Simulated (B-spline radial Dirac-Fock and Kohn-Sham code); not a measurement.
**Dipole and non-dipole photoemission parameters of Hg 5p1/2**

System: the free mercury atom, configuration [Xe] 4f14 5d10 6s2; threshold 83.10 eV (tabulated edge). Model: Dirac-Hartree-Slater photoionisation with a Latter tail; cross sections with all multipoles, angular parameters from the dipole term and its interference with E2. Program: a radial atomic solver.

For linearly polarised light dσ/dΩ = σ/(4π) [1 + β P₂(cos θ) + (δ + γ cos²θ) sin θ cos φ], with θ from the polarisation vector and φ the angle between the beam and the projection of the electron momentum on the plane normal to the polarisation.

```csv
hν (eV),σ (kb),β,γ,δ
153,173,1.184,0.529,-0.039
182,99.2,0.676,0.463,-0.025
189,88.8,0.564,0.425,-0.021
213,64.8,0.249,0.275,-0.003
243,48.6,0.023,0.104,0.019
289,36.3,-0.034,-0.039,0.041
300,34.5,-0.014,-0.053,0.044
322,31.6,0.049,-0.060,0.048
585,18.2,0.931,0.297,0.031
600,17.8,0.963,0.312,0.030
823,13.2,1.288,0.431,0.014
1350,7.44,1.573,0.360,0.000
1360,7.37,1.576,0.357,-0.001
2000,4.38,1.678,0.181,-0.004
2140,3.97,1.689,0.149,-0.005
2980,2.38,1.718,0.022,-0.006
2984.4,2.38,1.718,0.022,-0.006
3100,2.24,1.719,0.012,-0.006
3550,?,?,?,?
3960,1.48,1.718,-0.014,-0.007
4000,1.45,1.717,-0.014,-0.007
5120,0.929,1.701,0.033,-0.007
6000,0.687,1.685,0.105,-0.006
7060,0.499,1.663,0.210,-0.005
7150,0.486,1.661,0.220,-0.005
7660,0.423,1.651,0.276,-0.004
9251.7,0.286,1.619,0.458,0.000
10800,0.205,1.589,0.637,0.005
12000,0.162,1.566,0.772,0.009
```

Task: Give the values at 3550 eV.

Result: σ = 1.78 kb, β = 1.720, γ = -0.010, δ = -0.006.

Values without a named source are computed, but for edge energies of neutral atoms, which are taken from tables.
